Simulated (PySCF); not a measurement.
# What a mistake does to a calculation on C2GeH8Si

Calculated results; nothing here was measured. They come from PySCF 2.14.0, an open-source quantum chemistry program, on an isolated molecule that a program drew, which may never have been made. The molecule is C2GeH8Si (charge 0, singlet), drawn as the SMILES string `C[C](=[SiH2])[GeH3]`.

Each row is a Hartree-Fock (HF) and frozen-core CCSD(T) single point in the cc-pV(D+d)Z basis, meant for a local HF minimum. Run 1 is clean. Each other run has one planted mistake out of seven kinds, and not every kind appears here: one electron removed, one electron added, multiplicity raised by two, geometry at a saddle point, minimal basis STO-3G, one bond length entered in bohr, all coordinates scaled. The reference is restricted for singlets and unrestricted otherwise, and also for a bond in bohr. Adding or removing an electron swaps singlet and doublet. Electrons count all cores. HOMO and LUMO are orbital energies over both spins, the gradient is its largest component, and the lowest frequency (negative if imaginary) is given only where the gradient is small. Bond lengths are over the 11 bonds as drawn. T1 is the CCSD diagnostic: over 0.02 (restricted) or 0.045 (unrestricted) a single reference is doubtful. Germanium has the cc-pVDZ-PP basis, with a core potential (ECP10MDF) in place of its 10 inner electrons, and its 3s, 3p and 3d shells are frozen in CCSD(T).

Geometry of the clean run:
```xyz
12
C2GeH8Si, angstrom
C     1.5011    0.2703    2.4926
C     0.0700   -0.1271    2.1666
Si   -1.0446    0.9038    1.4001
Ge   -0.4643   -1.9309    2.6777
H     1.6938    0.2045    3.5680
H     2.2174   -0.3941    1.9992
H     1.7339    1.2913    2.1807
H    -0.7145    2.2794    0.9845
H    -2.4239    0.4977    1.0945
H     0.4324   -2.9705    1.9858
H    -0.3099   -2.1250    4.1950
H    -1.9238   -2.1933    2.2881
```

```
run  electrons  basis functions  <S^2>  HOMO (eV)  LUMO (eV)  gradient (hartree/bohr)  lowest frequency (cm^-1)  mean bond (Å)  longest bond (Å)      T1  HF (hartree)  CCSD(T) (hartree)               mistake
  1         66              114  0.000      -8.28       2.16                  4.7e-05                       145         1.4550             1.949  0.0124    -662.63779         -663.20515              no fault
  2         65              114  0.758     -15.82      -6.04                  4.5e-02                         -         1.4550             1.949  0.0173    -662.38227         -662.90183  one electron removed
  3         66              114  1.055      -8.07       1.54                  1.1e-02                         -         1.5790             2.897  0.0541    -662.53459         -663.08887                     ?
  4         66              114  2.031      -6.00       0.59                  7.8e-02                         -         1.4550             1.949  0.0129    -662.57142         -663.10124                     ?
```

**Which mistake was planted in run 3, and what did it cost?**

The mean bond changes by a factor of 1.085 and the longest by 1.486, so the molecule wasn't scaled as a whole. A length L in bohr read as angstrom grows by (1/0.5292 - 1) L = 0.890 L. The 11 bonds together grew by 11 x 0.1240 = 1.364 Å, which gives L = 1.533 Å. That is the length of one of the Ge-H bonds, 1.533 Å in the clean geometry. So the mistake is: one bond length entered in bohr. Subtracting run 1 and multiplying by 627.51 kcal/mol a hartree, the energy moved by 64.8 kcal/mol in HF and 73.0 kcal/mol in CCSD(T).

**Which mistake was planted in run 4, and what did it cost?**

Electrons, basis and geometry are unchanged, and <S^2> is 2.031, beside S(S+1) = 2.00 for a multiplicity of 3. So the mistake is: multiplicity raised by two. Subtracting run 1 and multiplying by 627.51 kcal/mol a hartree, the energy moved by 41.6 kcal/mol in HF and 65.2 kcal/mol in CCSD(T).

Cautions from the logs. Run 3: T1 is over the limit, so its CCSD(T) energy is less reliable.
